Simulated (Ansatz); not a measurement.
Zr3O4⁺, 7 atoms. Hardware: 4 threads of Arm Neoverse V1 on a shared host.

In the def2 sets Zr takes a core potential; there is no spin–orbit coupling. Correlated methods freeze 4 core orbitals; core or outer-core shells of Zr are correlated, in sets that lack core-valence functions.

Q: How many basis functions does each of these Ansatz runs have, and roughly what does it cost? PBE0-D4/def2-SVP, charge 1 doublet, relaxation, 16 steps; BLYP-D4/def2-TZVP, charge 1 doublet, energy, from earlier orbitals; PBE0-D4/def2-SVP, charge 1 doublet, energy, from earlier orbitals; PBE-D4/def2-SVP, charge 1 doublet, energy with a search over starts; PBE0-D4/def2-TZVP, charge 1 doublet, energy, from earlier orbitals; PBE-D4/def2-SVP, charge 1 doublet, energy, from earlier orbitals; PBE-D4/def2-TZVP, charge 1 doublet, energy and forces, from earlier orbitals; HF/STO-3G, charge 1 doublet, energy; B2PLYP/def2-TZVP, charge 1 doublet, energy, from earlier orbitals; MP2/def2-TZVP, charge 1 doublet, energy, from earlier orbitals; r2SCAN-D4/def2-TZVP, charge 1 doublet, energy, from earlier orbitals; LC-ωPBE/def2-TZVP, charge 1 doublet, energy, from earlier orbitals.

A: Other jobs shared the machine, so times can vary by a factor of up to 3. A dash marks memory too small to be measured apart from the calling script's.

| run | functions | fitting or Cholesky vectors | wall time | peak host memory (GiB) |
| --- | --- | --- | --- | --- |
| HF/STO-3G, charge 1 doublet, energy | 101 | 1290 | 8 s | 0.66 |
| PBE0-D4/def2-SVP, charge 1 doublet, energy, from earlier orbitals | 149 | 1498 | 12 s | 0.67 |
| PBE-D4/def2-SVP, charge 1 doublet, energy, from earlier orbitals | 149 | 1406 | 14 s | – |
| PBE-D4/def2-TZVP, charge 1 doublet, energy and forces, from earlier orbitals | 244 | 1567 | 23 s | 0.92 |
| MP2/def2-TZVP, charge 1 doublet, energy, from earlier orbitals | 244 | 1906 | 26 s | 1.1 |
| BLYP-D4/def2-TZVP, charge 1 doublet, energy, from earlier orbitals | 244 | 1567 | 28 s | 0.92 |
| PBE-D4/def2-SVP, charge 1 doublet, energy with a search over starts | 149 | 1406 | 32 s | – |
| LC-ωPBE/def2-TZVP, charge 1 doublet, energy, from earlier orbitals | 244 | 1567 | 35 s | 1.3 |
| PBE0-D4/def2-TZVP, charge 1 doublet, energy, from earlier orbitals | 244 | 1801 | 37 s | 1.6 |
| B2PLYP/def2-TZVP, charge 1 doublet, energy, from earlier orbitals | 244 | 1906 | 42 s | 1.2 |
| r2SCAN-D4/def2-TZVP, charge 1 doublet, energy, from earlier orbitals | 244 | 1567 | 54 s | 1.1 |
| PBE0-D4/def2-SVP, charge 1 doublet, relaxation, 16 steps | 149 | 1598 | 2 min | 0.6 |
